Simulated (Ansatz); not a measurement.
Gas-phase electronic energies from Ansatz, PBE0-D4/def2-TZVP geometries. CCSD(T)/CBS is the MP2 limit (def2-TZVPP, def2-QZVPP) plus CCSD(T) − MP2 in def2-TZVPP, frozen cores. Functionals use def2-TZVPP. B3LYP here is the variant with VWN-RPA as its local correlation; programs differ in this. For Ge outer-core shells are correlated without core-valence functions, which leaves a few kJ/mol of doubt a bond. Scalar relativity is left out up to krypton. One conformer a species, not always the lowest.

Reaction (redistribution): `C=[N][GeH2][CH3]` + `S[CH2][GeH3]` → `[CH3][GeH2][CH2]S` + `C=[N][GeH3]`

```csv
level,ΔE (kJ/mol),difference from CCSD(T)/CBS
r2SCAN-D4,2.6,-0.5
PBE0-D4,2.2,-0.9
B3LYP-D4,2.2,-0.9
ωB97X-V,2.3,-0.8
ωB97M-V,2.2,-0.9
B2PLYP,3.2,0.1
PBE,3.2,0.1
r2SCAN,3.0,-0.1
PBE0,3.3,0.2
HF/def2-TZVPP,4.3,1.2
SCS-MP2/def2-TZVPP,2.3,-0.8
CCSD(T)/def2-TZVPP,2.2,-0.9
MP2/def2-QZVPP,2.6,-0.5
SCS-MP2/def2-QZVPP,2.9,-0.2
HF/CBS(def2),4.6,1.5
MP2/CBS(def2),2.9,-0.2
CCSD(T)/CBS,3.1,0
```

Largest T1 diagnostic among the species: 0.013.
